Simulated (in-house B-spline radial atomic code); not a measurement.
Ca. Computed with a B-spline radial atomic code. Model: non-relativistic spherical atom: semilocal Troullier-Martins pseudo-atom, one channel per l, against all electrons, high spin, G0W0 and RPA with empty states to l = 8, local potential for every l without a channel, a model core (radius 0 = none) keeps its share of the functional.

The core holds an angular momentum without a channel of its own, so the local potential lets valence electrons into it.

What the tables leave out is listed at the end.

The pseudopotential gives back the lowest level of each angular momentum of its own functional in the configuration it was made in; a second state of the same l is only approximately right. Exact exchange, RPA and GW see the smooth pseudo-orbitals and miss the exchange with the core, for which the functional's share stands in. The column with an uncorrelated core keeps all orbitals and exact exchange, and so separates missing core correlation from pseudisation. Only the three outermost levels and the lowest empty one were computed. RPA here is direct RPA, with no exchange kernel, and its energies carry an (l + 1/2)⁻⁴ tail. A hybrid on a potential with a model core restores only its own semilocal share of the core's exchange.

Command:
```bash
python run_psgw.py task.json out
```
Settings (lengths in bohr, energies in hartree):
```
Z                      20
electrons              20
configuration          [Ar] 4s2
generated_in           [Ar] 4s2
functional             lda,vwn
core_shells            5
radius_factor          1
core_correction        True
ion_configuration      [Ar] 4s1
```

Run time, properties included: 37 s on 1 thread of Arm Neoverse N1 (shared host).

Given: made with LDA VWN5; model core radius 2.383 bohr; local radius 3.345 bohr; mean-field start PBE0.

Valence shells of the generating configuration: 4s.

Channel: s 3.345 (radii in bohr).

Computed: largest level miss in the spin-unpolarised generating configuration 0 eV; valence RPA correlation energy all-electron orbitals -0.054769 hartree; valence RPA correlation energy pseudo -0.078325 hartree; all-electron RPA polarisability, core included 95.336 bohr³; ionisation by mean-field all-electron 5.9937 eV; ionisation by mean-field pseudo minus all -0.056 eV; ionisation by RPA all-electron 6.3208 eV.

```
     level  occupied  mean-field all-electron (eV)  mean-field pseudo minus all (eV)  G0W0 all-electron (eV)  G0W0 uncorrelated core minus all (eV)  G0W0 pseudo minus all (eV)  exchange self-energy all-electron (eV)  exchange self-energy pseudo (eV)
        4s         1                       -4.3174                             0.041                 -6.2082                                  0.254                       0.027                                 -7.0913                           -5.9799
4p (empty)         0                      -0.98514                            -1.717                -0.14619                                  0.073                      -1.334                                 -1.4317                           -1.3983
```

Problem. What is the ionisation by RPA pseudo minus all?

Solution. 0.128 eV.

Problem. What is the pseudo-atom RPA polarisability?

Solution. 105.46 bohr³.

Among the listed levels the largest G0W0 shift of the pseudo-atom is -1.33 eV, for 4p (empty) on the PBE0 start, while leaving the core uncorrelated moves that level by +0.07 eV. So pseudisation and the lost core exchange, not the missing core correlation, make the error. Not in the tables (levels of low weight, unsolved or above zero; the highest and the empty levels are kept at any weight): the LDA start was refused, since an empty level lay at or below an occupied one; no Hartree-Fock pseudo-atom is run with a model core.
